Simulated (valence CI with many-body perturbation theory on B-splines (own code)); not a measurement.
Rh31+ in brief

Method: relativistic CI+MBPT: four valence electrons over a frozen Dirac-Fock core [Ne], radial functions for each j: 11 s, 11 p, 9 d, 7 f, 5 g, 2 h, 1 i, with the one-electron correlation potential Σ1 (screened to all orders), the two-electron term Σ2, the three-electron term Σ3, Breit, model QED; selected single and double excitations, second order for the rest (own B-spline code, finite nucleus).

No measured spectrum was set against this ion. As an estimate, large intervals hold to a few tenths of a per cent, small ones and those within an open d or f shell to about a per cent.

Levels are named by their leading jj configuration (3d3/2^4 stands for four electrons in 3d with j = 3/2), which in mixed levels can hold well under half, so a name can repeat and another be missing.

Rates and lifetimes use the calculated energies. Strong lines usually hold to 10 to 20 %, long lifetimes can be off by a factor of two.

Question: What is the ground level?

Answer: (3s^2 3p1/2^2) J=0, composition 76 % 3s²3p² ³P + 22 % 3s²3p² ¹S.

Question: What are the static dipole polarisabilities of the lowest levels?

Answer: (3s^2 3p1/2^2) J=0 0.0277; (3s^2 3p1/2 3p3/2) J=1 0.0298 (tensor 0.0013); (3s^2 3p1/2 3p3/2) J=2 0.0297 (tensor 0.0018) bohr³, of which the core gives 0.000432.

Question: Where does the other parity begin?

Answer: At (3s 3p1/2^2 3p3/2) J=2, 104.27 eV.

Question: Among levels below 301.54 eV, which E1 lines absorb most strongly from the ground level?

Answer: to (3s 3p1/2 3p3/2^2) J=1 at 7.556 nm, f = 0.396; to (3s^2 3p1/2 3d3/2) J=1 at 7.304 nm, f = 0.211; to (3s 3p1/2^2 3p3/2) J=1 at 10.30 nm, f = 0.129.

Question: How well does LS coupling describe the low levels?

Answer: Among the lowest 20 levels the leading LS term, summed over configurations, holds 63 % on average. For single configurations the figures are 57 % in LS and 76 % in jj coupling. Terms mix most in the J = 1 level at 164.08 eV, where the leading one holds 29 %.
